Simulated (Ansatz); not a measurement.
Species: [Al(Cl)3(pyridine)] (charge 0, multiplicity 1).

Problem. Give a relaxed geometry from PBE0-D3(BJ)/def2-SVP (Ansatz, a quantum-chemistry and plane-wave program).

Solution. One answer among several that fit: the end point of this relaxation, one of several conformers.
Z-matrix (Å, degrees):
```
N
C 1 1.3416
C 1 1.3416 2 119.97
C 2 1.3872 1 121.64 3 0.79
C 3 1.3872 1 121.66 2 -0.80
H 4 1.0908 2 119.65 1 179.96
H 5 1.0910 3 119.68 1 -179.94
C 5 1.3929 7 121.54 3 179.77
H 8 1.0925 5 120.41 7 0.25
H 3 1.0933 1 115.84 2 178.51
H 2 1.0933 1 115.84 3 -178.51
Al 1 1.9977 2 119.92 11 5.69
Cl 12 2.1192 1 102.88 2 88.05
Cl 12 2.1254 1 102.17 2 -152.50
Cl 12 2.1263 1 102.17 2 -31.56
```
